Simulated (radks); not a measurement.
The numbers below are computed, except where a source is named.
Q: Species: Co2+. Configuration: [Ar] 3d7 (the NIST ground configuration). Code: a radial shooting solver on a logarithmic mesh with Libxc functionals. Model: scalar-relativistic Kohn-Sham, SCAN, spin-polarised, spherical densities, finite nucleus; open shells are filled with parallel spins first; meta-GGA in the generalised Kohn-Sham scheme; Fermi nuclear charge, rms radius 3.7875 fm. Some entries of the table are withheld. Estimate them.

orbital,occ.,eigenvalue (eV),<r> (bohr)
1s down,1,-7637.668,0.05620
1s up,1,-7637.665,0.05620
2s up,1,-928.5728,0.2551
2s down,1,-926.3865,0.2547
2p up,3,-796.1405,0.2250
2p down,3,-794.5138,0.2246
3s up,1,-126.9477,0.7725
3s down,1,-122.5942,0.7757
3p up,3,-88.6349,(1)
3p down,3,-84.3206,(2)
3d up,5,-28.6821,0.9995
3d down,2,-24.6609,1.048

A: 
(1) 3p up <r> (bohr): 0.8140
(2) 3p down <r> (bohr): 0.8194
